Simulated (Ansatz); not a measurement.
F$_{3}$In, SMILES `[F][In]([F])[F]`. The species carries charge 0 and has multiplicity 1. In: def2 effective core potential. The geometry is a stationary point of PBE0-D4/def2-TZVP.

```xyz
4

F     1.669   -0.834   -0.446
In    0.000    0.000    0.000
F    -0.469    1.687   -0.784
F    -1.200   -0.853    1.229
```

Task: What is the dipole moment at ωB97M-V/def2-TZVPP? (Estimate.)

Result: The calculation gave: 0.00 D, zero by symmetry or nearly so.

Task: Give the Mulliken charges with ωB97M-V, r2SCAN, B3LYP in def2-TZVPP. (Estimate.)

Result: Ansatz gave: 
```tsv
atom	ωB97M-V	r2SCAN	B3LYP
F1	-0.44	-0.43	-0.44
In2	1.33	1.30	1.31
F3	-0.44	-0.43	-0.44
F4	-0.44	-0.43	-0.44
```

B3LYP here is the variant with VWN-RPA as its local correlation; programs differ in this.
